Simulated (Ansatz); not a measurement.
`[OH][Ga]([Cl])[Br]` + H₂O → `[OH][Ga]([OH])[Cl]` + HBr at 600 K and 1 bar (formal hydrolysis of a Ga–Br bond).

Computed with Ansatz on PBE0-D4/def2-TZVP structures; ΔE is electronic, products minus reactants. CCSD(T)/CBS adds triple-zeta CCSD(T) − MP2 to the extrapolated MP2 energy (def2 sets, frozen cores). This one scheme is used for every species. For Br, Ga outer-core shells are correlated without core-valence functions, which leaves a few kJ/mol of doubt a bond. Scalar relativity is left out up to krypton. Each species was taken in one conformer, which may not be the lowest.

| species | CCSD(T)/CBS energy (Eh) | H − E (kJ/mol) | S (J/(mol·K)) |
| --- | --- | --- | --- |
| `[OH][Ga]([Cl])[Br]` | -5032.95761 | 87.1 | 408.6 |
| H₂O | -76.37941 | 76.8 | 212.8 |
| `[OH][Ga]([OH])[Cl]` | -2535.39139 | 123.3 | 398.4 |
| HBr | -2573.91920 | 33.5 | 219.1 |

H − E and S are ideal-gas, rigid-rotor, harmonic terms from PBE0-D4/def2-TZVP, for one conformer and one mirror image of each species. 1 Eh = 2625.50 kJ/mol, R = 8.31446 J/(mol·K).

By hand: ΔE, ΔH, ΔS and ΔG.

ΔE = (-2535.39139) + (-2573.91920) − (-5032.95761) − (-76.37941) = 0.02643 Eh = 69.4 kJ/mol. Δ(H − E) = 123.3 + 33.5 − 87.1 − 76.8 = -7.1, so ΔH = 62.3 kJ/mol. ΔS = 398.4 + 219.1 − 408.6 − 212.8 = -3.9 J/(mol·K). ΔG = 62.3 − 600 × (-3.9)/1000 = 64.6 kJ/mol.

By hand: the equilibrium constant, and the temperature at which ΔG would vanish if ΔH and ΔS stayed fixed.

log₁₀ K = −ΔG/(RT ln 10) = -5.6. ΔH and −TΔS have one sign here, so there is no such temperature. One of them is within its doubt of zero, so this could turn.

The number of gas molecules stays the same, so ΔS is small and ΔH decides. A doubt of 5 kJ/mol in ΔE shifts log₁₀ K by 0.4 here. Other conformers and mirror images would add mixing entropy, several J/(mol·K) or more a flexible species. These are equilibria of isolated gas molecules and say nothing of rates. Largest T1 diagnostic: 0.013 (customary marks: 0.02 for closed shells, 0.045 for open ones).
